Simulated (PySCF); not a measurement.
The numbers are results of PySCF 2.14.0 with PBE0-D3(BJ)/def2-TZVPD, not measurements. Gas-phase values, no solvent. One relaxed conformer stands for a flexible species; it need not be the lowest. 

Reference species (SMILES): `[C-]#[N+][Al-][OH]` (lower singlet) (charge -1, multiplicity 1).

```yaml
HOMO: -0.70 eV
```

Changed species: `[OH][Al-][SH]` (lower singlet; H–O–Al–S torsion 0°, O–Al–S–H torsion 0°) (X = mercapto, multiplicity 1; the reference has X = isocyano, multiplicity 1).

### Question
Predict the effect on the HOMO.

### Answer
the HOMO rises by 0.30 eV, to -0.40 eV.
